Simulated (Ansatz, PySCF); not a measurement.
System: sum formula BN2H5, net charge 0, singlet state. 
Geometry from a B3LYP-D3(BJ)/def2-TZVP (Ansatz, a first-principles code) optimisation:
```xyz
8

B     -0.0373    -0.2294     0.4415
N     -1.2201     0.2041    -0.1962
N      1.2464    -0.0420    -0.1157
H     -0.1267    -0.7790     1.4993
H     -1.2476     0.6744    -1.0851
H     -2.1264     0.0644     0.2112
H      1.4236     0.4079    -0.9979
H      2.0791    -0.3552     0.3484
```

Quantity: atomisation energy (electronic, to ground-state atoms), in kcal/mol. Valence correlation only, unless marked. Open shells are spin-unrestricted. Spin-orbit coupling is left out. No relativistic terms. The coupled-cluster limit lacks core correlation, which all-electron functionals hold. CBS marks a two-point X^-3 extrapolation of the correlation energy; Hartree-Fock from the larger set.

```json
[
 {"level": "HF/aug-cc-pVQZ", "program": "Ansatz", "atomisation energy (kcal/mol)": "505.5"},
 {"level": "BLYP/def2-TZVPD", "program": "Ansatz", "atomisation energy (kcal/mol)": "710.2"},
 {"level": "PBE0/def2-SVP", "program": "Ansatz", "atomisation energy (kcal/mol)": "707.8"},
 {"level": "PBE0-D4/def2-TZVP", "program": "Ansatz + dftd4", "atomisation energy (kcal/mol)": "706.7"},
 {"level": "PBE0-D4/def2-TZVPD", "program": "Ansatz + dftd4", "atomisation energy (kcal/mol)": "707.6"},
 {"level": "r2SCANh/def2-TZVPD", "program": "Ansatz", "atomisation energy (kcal/mol)": "699.5"},
 {"level": "MN15/def2-TZVPD", "program": "PySCF", "atomisation energy (kcal/mol)": "713.8"},
 {"level": "HSE06-D3(BJ)/def2-TZVPD", "program": "Ansatz + dftd3", "atomisation energy (kcal/mol)": "708.1"},
 {"level": "HSE06/def2-TZVPD", "program": "Ansatz", "atomisation energy (kcal/mol)": "706.8"},
 {"level": "wB97X-V/def2-TZVPD", "program": "Ansatz", "atomisation energy (kcal/mol)": "709.4"},
 {"level": "B2GP-PLYP-D3(BJ)/def2-TZVPD", "program": "Ansatz + dftd3", "atomisation energy (kcal/mol)": "699.2"},
 {"level": "RPA@PBE/cc-pVTZ", "program": "Ansatz", "atomisation energy (kcal/mol)": "664.5"},
 {"level": "MP2/STO-3G", "program": "Ansatz", "atomisation energy (kcal/mol)": "644.5"},
 {"level": "MP2/CBS(cc-pVTZ,cc-pVQZ)", "program": "Ansatz", "atomisation energy (kcal/mol)": "713.5"},
 {"level": "CCSD(T)/CBS(cc-pVTZ,cc-pVQZ)", "program": "Ansatz", "atomisation energy (kcal/mol)": "704.2"}
]
```
